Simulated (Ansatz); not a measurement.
Consider the ligand exchange at the Si–S bond: `N[SiH2]S[SiH3]` + NH₃ → `N[SiH2]N` + `[SiH3]S`.

Calculated with Ansatz (gas phase, PBE0-D4/def2-TZVP geometries, no zero-point term in ΔE). CCSD(T)/CBS adds triple-zeta CCSD(T) − MP2 to the extrapolated MP2 energy (def2 sets, frozen cores). This one scheme is used for every species. Functionals use def2-TZVPP. B3LYP here is the variant with VWN-RPA as its local correlation; programs differ in this. One conformer a species, not always the lowest.

```tsv
level	ΔE (kJ/mol)	difference from CCSD(T)/CBS
r2SCAN-D4	14.7	1.7
PBE0-D4	19.0	6.0
ωB97X-V	10.3	-2.7
ωB97M-V	10.6	-2.4
B2PLYP	6.4	-6.6
PBE	16.0	3.0
PBE0	14.3	1.3
B3LYP	2.6	-10.4
HF/def2-TZVPP	-4.3	-17.3
SCS-MP2/def2-TZVPP	8.8	-4.2
CCSD/def2-TZVPP	6.6	-6.4
CCSD(T)/def2-TZVPP	10.4	-2.6
MP2/def2-QZVPP	15.5	2.5
HF/CBS(def2)	-5.3	-18.3
MP2/CBS(def2)	16.9	3.9
CCSD/CBS(def2)	9.3	-3.7
CCSD(T)/CBS	13.0	0
```

Largest T1 diagnostic among the species: 0.011.

The D4 term adds +8.3 kJ/mol with B3LYP and +4.7 kJ/mol with PBE0; it sums over pairs of atoms, weighted by their polarisabilities, and B3LYP, whose exchange is more repulsive, gets the larger term. In def2-TZVPP, CCSD(T) changes the Hartree–Fock value by +14.6 kJ/mol (the triples alone add +3.7 kJ/mol) and MP2 by +18.5 kJ/mol.
